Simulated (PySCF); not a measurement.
B3LYP has the VWN-RPA correlation part, as in Gaussian. 

Cartesian coordinates (Å):
```xyz
11

C     -1.6763     0.0923     0.0026
C     -0.2118    -0.0746    -0.0069
C      0.6599    -1.0801    -0.0890
C      1.8493    -0.0602     0.0006
C      0.9923     0.9535     0.0834
H     -2.0084     0.5835     0.9239
H     -2.0030     0.7308    -0.8255
H     -2.1834    -0.8701    -0.0800
H      0.5775    -2.1528    -0.1796
H      2.9257    -0.1482    -0.0035
H      1.0783     2.0259     0.1741
```
Charge 0, multiplicity 1.

Predict the dipole moment, LUMO, total energy, HOMO–LUMO gap and HOMO from B3LYP-D3(BJ)/def2-TZVP run with PySCF.


```yaml
dipole_moment: 0.52 D
LUMO: -1.52 eV
total_energy: -194.0899 Ha
HOMO–LUMO gap: 3.61 eV
HOMO: -5.13 eV
```
